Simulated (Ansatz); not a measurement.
`CC[O][GaH2]` and `CCOBF` differ in one atom or group.

Ansatz, PBE0-D4/def2-TZVP geometries, multiplicity 1. Each molecule was computed in one conformer, which needn't be the lowest.

Scalar relativity is left out up to krypton.

```csv
property,`CC[O][GaH2]`
HOMO–LUMO gap (ωB97M-V/def2-TZVPP) / eV,10.67
LUMO energy (ωB97M-V/def2-TZVPP) / eV,0.54
size of the dipole moment (PBE/def2-TZVPP) / D,1.15
size of the dipole moment (ωB97M-V/def2-TZVPP) / D,1.22
"ideal-gas entropy at 298 K and 1 bar (rigid rotor, harmonic PBE0-D4/def2-TZVP) / J/(mol·K)",336
HOMO–LUMO gap (PBE/def2-TZVPP) / eV,4.45
```

(1) Give the same properties after the change, and the shifts. (An estimate is asked.)

Answers

(1) The calculation gave: 
| property | `CCOBF` | shift |
| --- | --- | --- |
| HOMO–LUMO gap (ωB97M-V/def2-TZVPP) / eV | 13.70 | 3.03 |
| LUMO energy (ωB97M-V/def2-TZVPP) / eV | 2.15 | 1.61 |
| size of the dipole moment (PBE/def2-TZVPP) / D | 2.54 | 1.39 |
| size of the dipole moment (ωB97M-V/def2-TZVPP) / D | 2.64 | 1.42 |
| ideal-gas entropy at 298 K and 1 bar (rigid rotor, harmonic PBE0-D4/def2-TZVP) / J/(mol·K) | 323 | -13 |
| HOMO–LUMO gap (PBE/def2-TZVPP) / eV | 7.04 | 2.59 |

With PBE0 the HOMO falls by 1.42 eV and the LUMO rises by 1.52 eV, so the gap widens by about 2.94 eV. PBE moves the HOMO by -1.28 eV and ωB97M-V by -1.42 eV. Dipoles are sizes alone; their direction can turn. Modes under 60 cm⁻¹, often nearly free rotors, make the harmonic entropy too high.
